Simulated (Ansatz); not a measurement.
Reaction (redistribution): `N[SiH]([SiH3])O[SiH3]` + `F[Si](F)([SiH3])Cl` → `N[SiH]([SiH3])[SiH3]` + `F[Si](F)(Cl)O[SiH3]`

Calculated with Ansatz (gas phase, PBE0-D4/def2-TZVP geometries, no zero-point term in ΔE). CBS: MP2 limit from def2 TZ/QZ plus the TZ coupled-cluster correction, frozen cores. DFT in def2-TZVPP. B3LYP here is the variant with VWN-RPA as its local correlation; programs differ in this. Each species was taken in one conformer, which may not be the lowest.

| level | ΔE (kJ/mol) |
| --- | --- |
| PBE-D4 | -8.4 |
| ωB97X-V | -12.0 |
| PBE0 | -15.4 |
| B3LYP | -10.8 |
| HF/def2-TZVPP | -21.7 |
| HF/def2-QZVPP | -22.1 |
| MP2/CBS(def2) | -15.0 |
| CCSD/CBS(def2) | -17.2 |

(1) What does CCSD(T)/CBS give? (Best estimate.)

Largest T1 diagnostic among the species: 0.013.

## Answers

(1) The calculation gave: -15.8 kJ/mol. The listed levels differ from it by 7.4, 3.8, 0.4, 5.0, -5.9, -6.3, 0.8, -1.4 kJ/mol.

From PBE to PBE0 (25 % exact exchange), in def2-TZVPP and without D4, ΔE moves by −6.6 kJ/mol. In def2-TZVPP, CCSD(T) changes the Hartree–Fock value by +3.9 kJ/mol (the triples alone add +1.4 kJ/mol) and MP2 by +4.8 kJ/mol.
